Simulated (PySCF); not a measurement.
C₃H₆NPPb.
Bonds: Pb1–N2, N2–C3 (aromatic), C3–C4 (aromatic), C4–P5 (aromatic), P5–C6 (aromatic), N2–C6 (aromatic). Hydrogens: H7, H8, H9 on Pb1; H10 on C3; H11 on C4; H12 on C6.

Theory: PBE0-D3(BJ)/def2-SVP geometry optimisation, gas phase, def2 core potentials past Kr in PySCF 2.14.0.

**Question.** How far are the bound atoms from Pb1?

**Answer.** 4 atoms: H7 1.748 Å, H9 1.750 Å, H8 1.751 Å, N2 2.192 Å. The nearest atom not counted as bound is C6, at 3.16 Å (others tie with it).

**Question.** List the angles at Pb1.

**Answer.** 
```json
{"angle": "H7–Pb1–H9", "degrees": "115.5", "distance of the outer atoms (Å)": "2.96"}
{"angle": "H7–Pb1–H8", "degrees": "114.5", "distance of the outer atoms (Å)": "2.94"}
{"angle": "H8–Pb1–H9", "degrees": "114.2", "distance of the outer atoms (Å)": "2.94"}
{"angle": "N2–Pb1–H8", "degrees": "105.0", "distance of the outer atoms (Å)": "3.14"}
{"angle": "N2–Pb1–H9", "degrees": "103.4", "distance of the outer atoms (Å)": "3.11"}
{"angle": "N2–Pb1–H7", "degrees": "102.0", "distance of the outer atoms (Å)": "3.07"}
```

**Question.** What is the shape at Pb1?

**Answer.** Distorted tetrahedral: angles from 102.0° to 115.5°; τ4 = (360° − α − β)/141° = 0.92 with α and β the two widest (0 for a square, 1 for a tetrahedron).

**Question.** What are the other bond lengths?

**Answer.** N2–C3 1.368 Å; C3–C4 1.374 Å; C4–P5 1.769 Å; P5–C6 1.730 Å; N2–C6 1.358 Å; C3–H10 1.092 Å; C4–H11 1.091 Å; C6–H12 1.092 Å.

**Question.** Give some angles away from the centre.

**Answer.** Pb1–N2–C3 123.3°, Pb1–N2–C6 123.8°, C3–N2–C6 112.8°, N2–C3–C4 113.4°, C3–C4–P5 111.6°, C4–P5–C6 88.4°, N2–C6–P5 113.9°.

**Question.** What are the rotational constants (commonest isotopes, rigid rotor)?

**Answer.** A = 6395, B = 564.4, C = 523.4 MHz: a near-prolate asymmetric top.

Charge 0, singlet. Not checked by PBE0-D3(BJ)/def2-SVP frequencies.
